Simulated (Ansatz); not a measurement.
CH$_{6}$AlFGe (`[CH3][Al]([F])[GeH3]`), charge 0, multiplicity 1.

**Question.** Give a relaxed structure at PBE0-D4/def2-TZVP (Ansatz). (An estimate is asked.)

**Answer.** Computed: 
Z-matrix (Å, degrees):
```
C
Al 1 1.940
H 1 1.095 2 110.6
H 1 1.095 2 110.5 3 -118.0
H 1 1.092 2 112.5 3 121.1
F 2 1.656 1 117.4 3 57.4
Ge 2 2.472 1 127.9 3 -122.7
H 7 1.541 2 112.3 1 -0.2
H 7 1.541 2 111.7 1 120.0
H 7 1.541 2 111.8 1 -120.5
```
Point group Cs.
This is one stationary point; other conformers may exist.
